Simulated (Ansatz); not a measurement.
The lowest singlet and triplet of C3H6 (SMILES C[C]C); geometries from B3LYP-D3(BJ)/def2-TZVP, each state relaxed from the structure named, with no frequency check.
Singlet (charge 0, multiplicity 1):
```csv
atom,x (Å),y (Å),z (Å)
C,1.2243,-0.0107,0.1054
C,-0.0296,0.2653,-0.6019
C,-1.2103,-0.1147,0.1793
H,1.4677,-0.9965,-0.3372
H,1.1771,-0.1577,1.1967
H,2.0521,0.6400,-0.1785
H,-1.0682,-0.8176,1.0164
H,-2.0817,-0.3751,-0.4225
H,-1.4534,0.8682,0.6283
```
Triplet (charge 0, multiplicity 3):
```xyz
9

C      1.3472    -0.0174     0.0448
C     -0.0197     0.1809    -0.4377
C     -1.3385    -0.0620     0.1474
H      1.5511    -1.0734     0.2822
H      1.5497     0.5631     0.9587
H      2.0838     0.2915    -0.7011
H     -1.4886    -1.1239     0.3983
H     -2.1397     0.2213    -0.5398
H     -1.4900     0.5126     1.0747
```

A positive gap puts the triplet lower; no zero-point energy. R- takes a restricted singlet. The triplet is unrestricted in single-reference levels.

Cores are frozen in the correlated methods.

The values were computed with Ansatz (Gaussian orbitals). Values without a source in brackets are computed.

One of these levels gives 4.03 kcal/mol for the gap E(singlet) − E(triplet), adiabatic. Name it.
A) R-wB97X-V/def2-TZVPP
B) R-MP2/cc-pVDZ
C) R-wB97M-V/def2-TZVPP
D) R-SCS-MP2/cc-pVTZ

B, R-MP2/cc-pVDZ. The others give -2.59 (R-wB97X-V/def2-TZVPP), -4.36 (R-wB97M-V/def2-TZVPP), -3.03 (R-SCS-MP2/cc-pVTZ)

Doubts at one or more of the structures used: a restricted determinant that unrestricted orbitals would lower (R-MP2/cc-pVDZ, R-SCS-MP2/cc-pVTZ).

Ansatz is a quantum-chemistry and plane-wave program.
